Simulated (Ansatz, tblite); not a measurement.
Isomers of Mg5O4⁺ (doublet), found by a short tight-binding search and relaxed with r2SCAN-D4/def2-SVP in Ansatz.

The xTB rows come from tblite. Correlated methods freeze 9 core orbitals; core or outer-core shells of Mg are correlated, in sets that lack core-valence functions.

A further structure is left out (at the level of its geometry, ⟨S²⟩ 1.07, where a pure state has 0.75); at PBE0-D4/def2-TZVP its energy lies 4.62 eV above the lowest shown.

Other spin states weren't relaxed.

A:

```xyz
9

Mg   -1.281   -0.746   -1.049
Mg   -0.159   -1.107    1.430
Mg    1.317   -0.620   -0.686
Mg   -0.624    1.892   -0.928
Mg    0.473    1.539    1.497
O     0.064    0.408   -1.859
O    -1.145    0.639    0.611
O     1.458   -0.041    1.223
O    -0.103   -1.964   -0.240
```

B:

```xyz
9

Mg   -0.012   -0.123    1.566
Mg    1.038    1.081   -0.474
Mg   -1.125   -1.054   -1.199
Mg   -2.076    1.298    0.482
Mg    1.843   -1.515   -0.729
O    -1.688   -0.597    0.556
O    -0.271    1.714    0.771
O     0.589   -0.429   -1.727
O     1.702   -0.377    0.754
```

C:

```xyz
9

Mg   -2.033    1.247   -0.762
Mg   -0.537    0.800    1.450
Mg   -0.490   -1.427   -0.139
Mg    1.077    0.748   -0.758
Mg    2.228   -1.542    0.226
O    -1.896   -0.244    0.402
O     1.056   -1.136   -1.316
O    -0.344    1.911   -0.212
O     0.939   -0.359    1.108
```

**Question.** Estimate their order by electronic energy at B2PLYP/def2-TZVP, counted from the lowest.

**Answer.** B (0.0) < C (5.8) < A (8.8), in kcal/mol.

**Question.** Do the other levels pick the same lowest one?

**Answer.** Not GFN2-xTB, HF/STO-3G. Energies above each level's lowest (kcal/mol):

```tsv
level	A	B	C
GFN1-xTB	7.5	0.0	1.4
GFN2-xTB	3.8	2.6	0.0
HF/STO-3G	5.8	10.4	0.0
HF/def2-TZVP	0.7	0.0	1.4
LDA (SPW92)/def2-TZVP	9.5	0.0	4.0
PBE-D4/def2-SVP	10.8	0.0	4.2
PBE-D4/def2-TZVP	9.6	0.0	4.9
BLYP-D4/def2-TZVP	12.5	0.0	6.1
r2SCAN-D4/def2-TZVP	7.5	0.0	5.1
PBE0-D4/def2-SVP	8.0	0.0	4.1
PBE0-D4/def2-TZVP	6.8	0.0	4.9
B2PLYP/def2-TZVP	8.8	0.0	5.8
RPA@PBE/def2-TZVP	8.9	0.0	4.7
MP2/def2-TZVP	4.6	0.0	4.8
```
Point groups (tolerance 0.1 Å): A Cs, B C2, C Cs. Lower isomers may exist.
